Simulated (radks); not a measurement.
Polarisability of the sulfur ion S3+, [Ne] 3s2 3p1, at imaginary frequency. Calculated with a radial shooting solver on a logarithmic mesh with Libxc functionals: scalar-relativistic Kohn-Sham, LDA (Slater exchange, VWN5 correlation), spin-polarised, spherical densities, finite nucleus; open shells are filled with parallel spins first; Fermi nuclear charge, rms radius 3.2611 fm. Response by self-consistent Sternheimer equations with the Hartree and adiabatic LDA kernel, the relativistic mass of each level held fixed and spin-orbit coupling left out.

w (hartree)  alpha1(iw) (bohr^3)
0.00266                    5.228
0.0143                     5.225
0.0360                     5.211
0.0697                     5.165
0.118                      5.053
0.186                      4.819
0.280                      4.389
0.413                      3.712
0.605                      2.823
0.892                      1.880
1.35                       1.090
2.12                      0.5575
3.59                      0.2560
6.94                      0.1028
17.5                     0.02643

Static values: alpha1 = 5.228 bohr^3 (0.7747 angstrom^3; uncoupled 8.856). C6 = 13.74, triple-dipole C9 = 52.57 atomic units. One-pole (London) frequency 4 C6 / (3 alpha1^2) = 0.670 hartree, against 1.508 for minus the highest occupied eigenvalue.
